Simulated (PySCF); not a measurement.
# A run with a changed setting

The sound run of [Pb(NH3)3]2+ (singlet) uses PySCF 2.14.0, RKS BP86, Pb def2-SVP with ECP60, N def2-SVP, H def2-SVP; non-relativistic Hamiltonian with scalar-relativistic core potentials where named; density fitting; no spin-orbit coupling, grid (50, 194), threshold 1e-8 and 55 cycles at the relaxed geometry. This run, with dm0 from free metal ions and neutral atoms, differs:

```python
mol = gto.M(atom='''
Pb    -0.00000     0.00000    -1.16686
N      2.12129     0.04799     0.18965
H      2.04562    -0.03521     1.21931
H      2.75952    -0.71469    -0.10711
H      2.65333     0.92141     0.01882
N     -1.10220     1.81310     0.18965
H     -0.99232     1.78917     1.21931
H     -0.76082     2.74716    -0.10711
H     -2.12463     1.83715     0.01882
N     -1.01909    -1.86108     0.18965
H     -1.05330    -1.75396     1.21931
H     -1.99870    -2.03247    -0.10711
H     -0.52870    -2.75855     0.01882''',
    basis={'Pb': 'def2-SVP', 'N': 'def2-SVP', 'H': 'def2-SVP'},
    ecp={'Pb': 'def2-SVP'},
    charge=2, spin=0)
mf = dft.RKS(mol, xc='B88,P86')
mf.grids.atom_grid = (50, 194)
mf = mf.density_fit()  # fitting sets: Pb def2-universal-JKFIT, N def2-universal-JKFIT, H def2-universal-JKFIT
mf.conv_tol = 1e-08; mf.max_cycle = 3
mf.kernel(dm0)
```

Problem. What was changed, and how did it end?

Solution. The cycle limit was cut. The SCF did not converge. These settings are unsound on purpose: the numbers aren't the compound's.
```
init E= -361.550258302113
cycle= 1 E= -361.874379362001  delta_E= -0.324  |g|= 0.801  |ddm|= 3.14
cycle= 2 E= -361.842031741639  delta_E= 0.0323  |g|= 0.984  |ddm|= 2.13
cycle= 3 E= -362.046012423367  delta_E= -0.204  |g|= 0.254  |ddm|= 0.994
SCF not converged.
```

Run from Python with OMP_NUM_THREADS=2; the lines above give its settings.
It took 1 s on 2 threads of AMD EPYC 9B45 (Zen 5), with other jobs on the host.
